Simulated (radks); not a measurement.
Spin polarisation of the 5p2 shell in the tellurium ion Te2+. Start: [Kr] 4d10 5s2 5p(up 1, down 1); electrons of 5p are moved from spin down to spin up, other shells keep equal spins. Calculated with a radial shooting solver on a logarithmic mesh with Libxc functionals: scalar-relativistic Kohn-Sham, PBEsol, spin-polarised, spherical densities, finite nucleus; Fermi nuclear charge, rms radius of each element as measured or else 0.836 A^(1/3) + 0.57 fm.

[
 {"moment (Bohr magnetons)": "0", "E - E(0) (eV)": "0.000", "e(5p up) (eV)": "-22.358", "e(5p down) (eV)": "-22.358", "5s down minus up (eV)": "0.000", "4d down minus up (eV)": "0.000"},
 {"moment (Bohr magnetons)": "0.5", "E - E(0) (eV)": "-0.057", "e(5p up) (eV)": "-22.574", "e(5p down) (eV)": "-22.118", "5s down minus up (eV)": "0.425", "4d down minus up (eV)": "0.068"},
 {"moment (Bohr magnetons)": "1", "E - E(0) (eV)": "-0.228", "e(5p up) (eV)": "-22.770", "e(5p down) (eV)": "-21.852", "5s down minus up (eV)": "0.854", "4d down minus up (eV)": "0.136"},
 {"moment (Bohr magnetons)": "1.5", "E - E(0) (eV)": "-0.517", "e(5p up) (eV)": "-22.946", "e(5p down) (eV)": "-21.556", "5s down minus up (eV)": "1.292", "4d down minus up (eV)": "0.206"},
 {"moment (Bohr magnetons)": "2", "E - E(0) (eV)": "-0.924", "e(5p up) (eV)": "-23.103", "e(5p down) (eV)": "-21.231", "5s down minus up (eV)": "1.741", "4d down minus up (eV)": "0.277"}
]

At moment 2 the spin-polarisation energy is -0.924 eV and the 5p exchange splitting 1.871 eV, that is 0.936 eV per Bohr magneton; E = -I m^2/4 would give I = 0.924 eV.
